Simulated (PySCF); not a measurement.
Input of a run (PBE0-D3(BJ)/def2-TZVP geometry optimisation, gas phase (PySCF 2.14.0)), started from GFN2-xTB:
```
{"job": {"xc": "PBE0", "basis": "def2-TZVP", "d3": "d3bj", "grid": 2, "shake": 0.01, "kind": "geom"}, "charge": 0, "multiplicity": 1}
F      1.859550    -0.302360     1.204590
C      1.445620    -0.069120    -0.115750
C      0.557380    -1.230610    -0.578930
C     -0.710480    -1.248270     0.190630
C     -1.479770     0.070980     0.025670
C     -0.609220     1.223390     0.548890
C      0.726990     1.266970    -0.209090
H      2.403090    -0.028650    -0.693260
H      1.115200    -2.158740    -0.393560
H      0.388550    -1.115780    -1.629620
H     -0.547390    -1.428680     1.260810
H     -1.357720    -2.070250    -0.164900
H     -2.444820     0.060820     0.581390
H     -1.730320     0.246340    -1.010910
H     -1.129170     2.161540     0.442620
H     -0.399060     1.078870     1.619640
H      0.539120     1.492660    -1.266880
H      1.344920     2.062830     0.202930
```

Output (energies in Eh, forces in Eh/bohr):
```
step   0  E = -334.87200461  max force = 0.038197
step   1  E = -334.87196355  max force = 0.011301
step   2  E = -334.87546873  max force = 0.004715
step   3  E = -334.87614439  max force = 0.002798
step   4  E = -334.87628813  max force = 0.001216
step   5  E = -334.87638333  max force = 0.001063
step   6  E = -334.87641148  max force = 0.000967
step   7  E = -334.87642386  max force = 0.000426
optimisation converged
```

**Question.** Summarise the run.

**Answer.** The energy falls by 11.6 kJ/mol over 8 energy and gradient evaluations, the largest force component goes from 0.0382 to 4.3e-04 Eh/bohr, and the atoms move by 0.030 Å rms after alignment. The bond that changes most is C3–C4 (both ends ring CH2 carbon), which lengthens by 0.040 Å. Bonds longer at the end by more than 0.005 Å: 4 of 18; shorter: 10. Among the angles that change most is C3–C4–H11, from 112.4° to 109.1°. The energy rose by more than 1e-6 Eh at step 1.

**Question.** What are the final bond lengths?

**Answer.** F1–C2 1.400 Å, C2–C3 1.514 Å, C3–C4 1.523 Å, C4–C5 1.523 Å, C5–C6 1.522 Å, C6–C7 1.523 Å, C2–C7 1.514 Å, C2–H8 1.095 Å, C3–H9 1.093 Å, C3–H10 1.096 Å, C4–H11 1.095 Å, C4–H12 1.093 Å, C5–H13 1.094 Å, C5–H14 1.098 Å, C6–H15 1.093 Å, C6–H16 1.095 Å, C7–H17 1.096 Å, C7–H18 1.093 Å. Numbering counts from 1 in the input's order; the species is `FC1CCCCC1`.

The run used 283 basis functions and 59 SCF cycles in all.

No frequency check. The numbers are those of one conformer.
